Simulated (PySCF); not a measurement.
**Simulated absorption spectrum**

Species: 1,1,1,2-tetrafluorochloroethane, C2HClF4.
Z-matrix (Å and degrees, PBE0-D3(BJ)/def2-SVP geometry), rows numbered from 1:
```
F 
C   1  1.3430
Cl  2  1.7628  1  110.78
C   2  1.5315  1  108.48  3  -121.41
F   4  1.3229  2  111.80  1    60.95
F   4  1.3278  2  110.23  1  -177.62
F   4  1.3303  2  108.81  1   -58.91
H   2  1.1007  1  109.95  3   119.49
```

Computed with PySCF, TDDFT CAM-B3LYP/def2-SVPD, vertical, gas phase, core orbitals frozen in the response.

Computed states:

```tsv
state	E (eV)	f
S1	7.61	0.0013
S2	7.96	0.0016
S3	8.98	0.023
S4	9.36	0.051
S5	9.58	0.019
S6	9.97	0.032
S7	10.08	0.058
S8	10.09	0.0064
S9	10.38	0.031
S10	10.46	0.078
```

Broadening: Gaussians 0.3 eV wide at half height, area fixed by f = 4.319×10⁻⁹ ∫ε dν̃. The width is an assumption, not a result. The curve ends short of the highest state used, and states not computed would add to its high-energy end.

Problem. What does the envelope look like, and where are its maxima?

Solution. 
E (eV), ε (L mol⁻¹ cm⁻¹) and a bar:
```
     7.16          0 
     7.23          1 
     7.29          4 
     7.35         13 
     7.42         35 
     7.48         65 
     7.54         97 #
     7.60        116 #
     7.67        115 #
     7.73        106 #
     7.79        106 #
     7.85        123 #
     7.92        146 #
     7.98        145 #
     8.04        118 #
     8.10         78 
     8.17         36 
     8.23         15 
     8.29          5 
     8.35          1 
     8.42          0 
     8.48          1 
     8.54          6 
     8.60         25 
     8.67        110 #
     8.73        308 ##
     8.79        688 ####
     8.86       1328 ########
     8.92       1842 ###########
     8.98       2074 #############
     9.04       1973 ############
     9.11       1799 ###########
     9.17       2074 #############
     9.23       2928 ##################
     9.29       4059 #########################
     9.36       4944 ##############################
     9.42       4904 ##############################
     9.48       4257 ##########################
     9.54       3384 #####################
     9.61       2424 ###############
     9.67       1794 ###########
     9.73       1537 #########
     9.79       1934 ############
     9.86       3439 #####################
```

Maxima: 162 nm (7.63 eV), ε about 120, made up of S1 (95%); 156 nm (7.95 eV), ε about 150, made up of S2 (97%); 138 nm (8.99 eV), ε about 2100, made up of S3 (97%); 132 nm (9.39 eV), ε about 5000, made up of S4 (89%) and S5 (11%) (ε in L mol⁻¹ cm⁻¹; maxima over ε = 5, shares over 10%). At its high-energy end, 9.86 eV, the curve is still rising (ε about 3400, from S6 and S7).

Problem. What would ε be at 9.39 eV, the highest of these maxima, with half the width (0.15 eV)?

Solution. About 8430 L mol⁻¹ cm⁻¹ against 5020, a factor of about 1.7; a lone state at its own centre would give exactly 2.

Problem. Coming from long wavelengths, where does ε first pass 100 L mol⁻¹ cm⁻¹?

Solution. At about 164 nm (7.55 eV), 0.07 eV below S1.

All these states lie below the vertical ionisation energy of 12.35 eV (ΔSCF).
